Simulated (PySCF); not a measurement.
Isomers C5H5F3O2:

A. SMILES O=CCOCC(F)=C(F)F
B. `C[C@@H]1OC(=O)[C@H]1C(F)(F)F`
C. `FC(F)(F)O/C=C/[C@H]1CO1`

Spectrum 1. 1H NMR (500 MHz, computed): δ 4.68 (m, 1H), 3.54 (m, 1H), 1.62 (d, 3H). 13C{1H} NMR (computed): δ 163.7 (C), 132.5 (C), 70.1 (CH), 66.2 (CH), 22.1 (CH3).

Spectrum 2. 1H NMR (500 MHz, computed): δ 9.83 (t, 1H), 5.02 (m, 2H), 4.55 (d, 2H). 13C{1H} NMR (computed): δ 204.6 (CH), 168.7 (C), 140.5 (C), 78.7 (CH2), 66.7 (CH2).

Spectrum 3. 1H NMR (500 MHz, computed): δ 6.45 (m, 1H), 5.98 (m, 1H), 3.19 (m, 1H), 2.79 (m, 1H), 2.16 (m, 1H). 13C{1H} NMR (computed): δ 144.7 (CH), 130.2 (C), 119.5 (CH), 52.7 (CH2), 46.3 (CH).

Computational details: shielding tensors at PBE0/pcSseg-1 (GIAO), geometry: GFN2-xTB, in PySCF (one conformer, fast rotation and ring inversion assumed for equivalent nuclei, non-relativistic, no solvent).

δ = σ(ref) − σ, references computed at the same level: TMS for 1H (σref 31.72), 13C (σref 186.93). Splittings of carbon signals by F and P are missing where no couplings were computed. Where no couplings were computed, multiplicities follow the n + 1 count of equivalent neighbours, and m marks all less simple cases (inequivalent or close neighbours, rings, F or P nearby). Shifts are as computed. Against solution values, carbons near 30 ppm lie about +3 ppm off and those near 130 ppm about +5 ppm. Of 1211 compounds with measured shifts, 218 miss one by over three times the rms of a fit or turn the order of signals round; such compounds aren't used in these exercises.

Which spectrum belongs to which compound?

Results:

1–B, 2–A, 3–C.

- Spectrum 1 (B): 5 13C signals; δC 163.7 is an ester carbonyl carbon; δC 132.5 is a CF3 carbon.
- Spectrum 2 (A): 5 13C signals; δC 204.6 is an aldehyde carbonyl carbon; δC 140.5 is a fully substituted alkene carbon.
- Spectrum 3 (C): 5 13C signals; δC 144.7 is an alkene carbon bearing oxygen; δC 130.2 is a CF3 carbon.
